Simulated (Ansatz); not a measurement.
Cost and result for the atomization energy of `[CH3][GaH][CH]=O` (9 atoms, 8 bonds).

```json
{"atom": "C1", "x (Å)": "0.882", "y (Å)": "0.321", "z (Å)": "1.224"}
{"atom": "Ga2", "x (Å)": "-0.754", "y (Å)": "0.134", "z (Å)": "0.155"}
{"atom": "C3", "x (Å)": "-0.562", "y (Å)": "-0.408", "z (Å)": "-1.782"}
{"atom": "O4", "x (Å)": "-0.337", "y (Å)": "-1.590", "z (Å)": "-1.927"}
{"atom": "H5", "x (Å)": "0.699", "y (Å)": "0.152", "z (Å)": "2.286"}
{"atom": "H6", "x (Å)": "1.647", "y (Å)": "-0.375", "z (Å)": "0.873"}
{"atom": "H7", "x (Å)": "1.281", "y (Å)": "1.333", "z (Å)": "1.106"}
{"atom": "H8", "x (Å)": "-2.203", "y (Å)": "0.201", "z (Å)": "0.759"}
{"atom": "H9", "x (Å)": "-0.654", "y (Å)": "0.233", "z (Å)": "-2.693"}
```

The species carries charge 0 and has multiplicity 1. Correlated methods include outer-core shells of Ga, which these sets cover unevenly. Scalar relativity is left out up to krypton. Geometry: relaxed with PBE0-D4/def2-TZVP. It is one conformer, not always the lowest. Program: Ansatz. All runs use 2 threads of an Intel Xeon Platinum 8375C on a shared host. Times are those of one run each, without the atoms' runs, and a repeat can differ threefold. Electronic energies, without spin–orbit coupling; frozen cores. CCSD(T)/CBS adds CCSD(T) − MP2 in def2-TZVPP to the MP2 limit, and its time is that of the two runs behind it. T1 = 0.015. With those shells the extrapolation isn't a true limit. B3LYP takes the VWN-RPA correlation (the form of Gaussian; ORCA's B3LYP/G). HSE06 is the plane-wave form, built on full-range PBE exchange.

CCSD(T)/CBS is a level of theory with its own doubt, some kJ/mol a heavy atom from the limit and from the frozen cores, so smaller differences don't rank the functionals.

```json
{"level": "LDA (SPW92)/def2-TZVPP", "functions": "211", "wall time": "2.3 s"}
{"level": "BLYP-D4/def2-TZVPP", "functions": "211", "wall time": "3.1 s"}
{"level": "PBE-D4/def2-TZVPP (with forces)", "functions": "211", "wall time": "3.8 s"}
{"level": "HSE06-D4/def2-TZVPP", "functions": "211", "wall time": "4.9 s"}
{"level": "PBE0-D4/def2-TZVPP", "functions": "211", "wall time": "5.5 s"}
{"level": "BHLYP-D4/def2-TZVPP", "functions": "211", "wall time": "5.5 s"}
{"level": "r2SCANh-D4/def2-TZVPP", "functions": "211", "wall time": "6.5 s"}
{"level": "B3LYP-D4/def2-TZVPP (with forces)", "functions": "211", "wall time": "7 s"}
{"level": "B2PLYP/def2-TZVPP", "functions": "211", "wall time": "9 s"}
{"level": "CCSD(T)/def2-SVP", "functions": "99", "wall time": "9 s"}
{"level": "MP2/def2-QZVPP", "functions": "410", "wall time": "26 s"}
{"level": "CCSD(T)/def2-TZVPP", "functions": "211", "wall time": "98 s"}
{"level": "CCSD(T)/CBS(def2)", "functions": "–", "wall time": "2.1 min"}
```

What atomization energy does each give, and how far from CCSD(T)/CBS? (Estimate.)

Computed: 
```tsv
level	atomization (kcal/mol)	difference from CCSD(T)/CBS	per bond
LDA (SPW92)/def2-TZVPP	870.8	112.7	14.1
BLYP-D4/def2-TZVPP	755.7	-2.4	-0.3
PBE-D4/def2-TZVPP (with forces)	774.0	15.9	2.0
HSE06-D4/def2-TZVPP	757.4	-0.7	-0.1
PBE0-D4/def2-TZVPP	756.8	-1.3	-0.2
BHLYP-D4/def2-TZVPP	728.4	-29.7	-3.7
r2SCANh-D4/def2-TZVPP	753.9	-4.2	-0.5
B3LYP-D4/def2-TZVPP (with forces)	754.2	-3.9	-0.5
B2PLYP/def2-TZVPP	749.1	-9.0	-1.1
CCSD(T)/def2-SVP	720.9	-37.2	-4.6
MP2/def2-QZVPP	764.0	5.9	0.7
CCSD(T)/def2-TZVPP	741.5	-16.6	-2.1
CCSD(T)/CBS(def2)	758.1	0.0	0.0
```

Leaving LDA and LC-ωPBE aside and taking each functional with its dispersion term where it has one, the values spread over 45.6 kcal/mol, from BHLYP-D4 to PBE-D4. LDA lies +100.3 kcal/mol from PBE without D4, its usual overbinding. The D4 term adds +5.7 kcal/mol with B3LYP and +3.0 kcal/mol with PBE0; it sums over pairs of atoms, weighted by their polarisabilities, and B3LYP, whose exchange is more repulsive, gets the larger term. At CCSD(T), def2-SVP lies −37.2 kcal/mol from the extrapolated value and def2-TZVPP −16.6 kcal/mol: correlation converges slowly with the basis, and small sets miss more of it in the bonded molecule than in its fragments.
